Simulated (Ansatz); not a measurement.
SiAu₃⁺, relaxed as a singlet with RKS PBE-D4/def2-SVP in Ansatz, starting from the GFN1-xTB geometry. Force threshold 0.02 eV/Å.

In the def2 sets Au takes a core potential; there is no spin–orbit coupling. The relaxation made no stability test and no search for a lower SCF solution. The structure comes from a short search, and lower isomers may exist.

Start:

Cartesian coordinates in Å:
```
Au 1.5875 -1.2517 -0.8527
Au -1.5236 1.3974 0.7344
Au -0.3899 -0.9714 0.8532
Si 0.3261 0.8257 -0.7348
```

(1) Estimate the energy that the relaxation releases and the steps that it takes.

(2) Does the start keep its bonding and symmetry?

(3) Predict the relaxed structure.

## Answers

(1) 5.7 kJ/mol, in 4 steps; 4.4 s on 4 threads of Arm Neoverse V2 on a shared host. No frequencies were taken in this run, so the end may be a saddle point.

(2) By distances, no bond broke or formed. The bond that changes most is Au1–Au3, from 2.63 to 2.72 Å (atoms count from 1). Point group C2v at the start, C2v at the end, both within 0.05 Å.

(3) 
```tsv
atom	x (Å)	y (Å)	z (Å)
Au1	1.6207	-1.2085	-0.9096
Au2	-1.5165	1.4618	0.6914
Au3	-0.4085	-1.0170	0.8956
Si4	0.3042	0.7637	-0.6773
```
Bond lengths (bridged metal pairs left out): 3 × Au–Si 2.38 to 2.48 Å; 2 × Au–Au 2.72 Å.
